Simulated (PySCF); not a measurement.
Compound: C5H4F2N2.
SMILES with atom numbers: `[F:1][CH:2]([F:3])[c:4]1[n:5][cH:6][cH:7][cH:8][n:9]1` (hydrogens: H10 on C2; H11 on C6; H12 on C7; H13 on C8)

Torsions of this conformer, `[F:1][CH:2]([F:3])[c:4]1[n:5][cH:6][cH:7][cH:8][n:9]1`: F1–C2–C4–N5 121°.

The closed-shell ground state was solved at several levels (PySCF, density fitting, gas phase, non-relativistic). Geometry: GFN2-xTB, one conformer, isolated molecule.

```csv
level,basis functions,HOMO (eV),LUMO (eV),gap (eV),dipole (D)
PBE0/def2-SVPD,218,-7.86,-1.74,6.12,4.41
PBE0/pcSseg-1,173,-7.83,-1.66,6.17,4.36
```

Question: Estimate the row for B3LYP/pcJ-1, a basis of 283 functions; the other rows only guide the guess.

Answer: HOMO -7.56 eV, LUMO -1.84 eV, gap 5.72 eV, dipole 4.38 D.

Question: Over all these levels, which gives the widest orbital gap and which the narrowest?

Answer: PBE0/pcSseg-1 (global hybrid, 25 % exact exchange) has the widest, 6.17 eV, and B3LYP/pcJ-1 (global hybrid, 20 % exact exchange) the narrowest, 5.72 eV. Functional and basis both differ between the two, so the spread mixes both effects.

Question: How far do the dipole and the HOMO energy spread over the levels?

Answer: The dipole runs from 4.36 to 4.41 D (mean 4.38 D) and the HOMO from -7.86 to -7.56 eV.
